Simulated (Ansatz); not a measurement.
The first iterations of a band of ClGeH3O (6 atoms, charge 0, multiplicity 1).

Method: RKS PBE0-D4/def2-SVP in Ansatz 0.2.0.

```yaml
movable_images: 7
climbing_image: yes
spring: 5.0 eV/Å²
optimiser: quadratic models (default)
start_path: through a guess of the saddle point
force_threshold: 0.05 eV/Å
iteration_limit: 60
end_points: relaxed
```

First end point:

```xyz
6
Properties=species:S:1:pos:R:3
Ge 0.273 -0.062 -0.018
Cl 0.447 0.113 2.132
H 1.660 0.078 -0.642
O -0.656 1.306 -0.639
H -1.548 1.354 -0.280
H -0.441 -1.396 -0.284
```

Last end point:

```xyz
6
Properties=species:S:1:pos:R:3
Ge -0.186 -0.416 -0.988
Cl 1.390 -0.083 1.495
H 2.333 0.555 0.891
O -0.941 1.210 -0.902
H -1.672 1.270 -0.278
H -1.188 -1.144 0.052
```

| iteration | highest image above the first end (eV) | largest band force component (eV/Å) |
| --- | --- | --- |
| 1 | 3.744 | 6.852 |
| 2 | 2.767 | 2.514 |
| 3 | 2.323 | 0.867 |
| 4 | 2.413 | 1.400 |
| 5 | 2.353 | 1.020 |

Problem. Does the band converge within its limit, and where does its top end?

Solution. The forces met the threshold. It ended after 15 iterations with the highest image 2.306 eV above the first end. A vibrational analysis at the climbing image gives one clearly imaginary mode, 921i cm⁻¹: a first-order saddle point. The orbitals stay closed-shell, which can raise the energy where a bond breaks towards radicals; this wasn't checked here.

Run time: 2.6 min on 1 thread of Intel(R) Xeon(R) 6975P-C (Granite Rapids), with other jobs on the host, peak memory 0.19 GiB.
